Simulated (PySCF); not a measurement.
## `C(C#C)N(C)C(C)=O`, C₆H₉NO

Cartesian coordinates in Å; atom numbers follow the order of the lines, from 1:
```xyz
17

C    -2.7467   -0.0077    1.8275
C    -2.1970    0.0366    0.7654
C    -1.4840    0.0570   -0.4976
N    -0.0464   -0.0509   -0.3077
C     0.4460   -1.2495    0.3262
C     0.7515    0.9402   -0.7769
C     2.2355    0.7413   -0.5667
O     0.2984    1.9227   -1.3329
H    -3.2530   -0.0218    2.7461
H    -1.6641    1.0093   -1.0073
H    -1.8405   -0.7648   -1.1332
H     1.1356   -1.0133    1.1377
H    -0.3985   -1.7905    0.7490
H     0.9576   -1.9001   -0.3901
H     2.7606    1.5725   -1.0292
H     2.4682    0.7221    0.4961
H     2.5698   -0.1911   -1.0161
```

The calculation used GIAO HCTH407/6-31G* magnetisability, rotational g tensor and spin-rotation constants, non-relativistic, gas phase (PySCF 2.14.0). Geometry: GFN2-xTB.

Q: What are the magnetisability and the molar susceptibility?

A: Isotropic -1170 × 10⁻³⁰ J/T², or -70.4 × 10⁻⁶ cm³/mol; principal values -1285, -1149, -1074 × 10⁻³⁰ J/T², anisotropy 185 × 10⁻³⁰ J/T² (root of half the summed squared differences of the principal values). The susceptibility is in cgs units.

Q: Split it along the inertial axes a, b, c into diamagnetic and paramagnetic parts about the centre of mass, with the quadrupole moment.

A: 
```csv
axis,χ (10⁻⁶ cm³/mol),diamagnetic (10⁻⁶ cm³/mol),paramagnetic (10⁻⁶ cm³/mol),summed x² of all electrons (Å²),quadrupole Θ (D Å)
a,-70.6,-425.9,355.3,203.7,+2.75
b,-65.7,-987.3,921.6,71.4,-4.94
c,-75.0,-1167.4,1092.4,29.0,+2.19
```
Anisotropies 2χaa − χbb − χcc = -0.6 and 2χbb − χaa − χcc = +14.2 × 10⁻⁶ cm³/mol. Θ is traceless in Buckingham's convention.

Q: And the rotational g tensor?

A: 
```
axis  rotational constant (GHz)        g  nuclear part  electronic part
   a                     3.8061  -0.0232        0.6121          -0.6353
   b                     1.3418  -0.0084        0.5725          -0.5809
   c                     1.1208  -0.0044        0.5708          -0.5752
```
Asymmetric top; isotopes 12C, 1H, 14N, 16O; no vibrational averaging.
